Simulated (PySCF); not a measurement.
# CrOCl: from structure and modes to constants

All numbers come from UB3LYP/[Cr def2-SVP, O def2-SVP, Cl def2-SVP], no relativity, density fitting, PySCF.

The quartet minimum has Cs symmetry. Masses (u): Cr 51.94051, O 15.99492, Cl 34.96885.

```xyz
3
charge 0 multiplicity 4, angstrom
Cr   -0.0032   -0.5843    0.0000
O    -1.3593   -1.3795    0.0000
Cl    0.6250    1.5014    0.0000
```

Harmonic wavenumbers (cm⁻¹): 132.2 (a', ×1), 419.1 (a', ×1), 1018.6 (a', ×1).

What is the harmonic zero-point energy?

Half the sum of all 3 wavenumbers, 1570/2 = 785 cm⁻¹, which is 9.4 kJ/mol (1 cm⁻¹ = 0.0119627 kJ/mol).

Give the standard entropy (298.15 K, 1 bar) by its translational, rotational, vibrational and spin parts, and Cp.

Sackur–Tetrode with M = 102.90 u gives 166.6; rotation with symmetry number 1 gives 100.4; vibration 16.3; spin R ln 4 = 11.5. The total is 294.8 J/(mol K), and Cp = 4 R + 15.5 = 48.8 J/(mol K).

This need not be the most stable arrangement of these atoms. Open d and f shells are described by one determinant, and the ground state may have another occupation or spin.
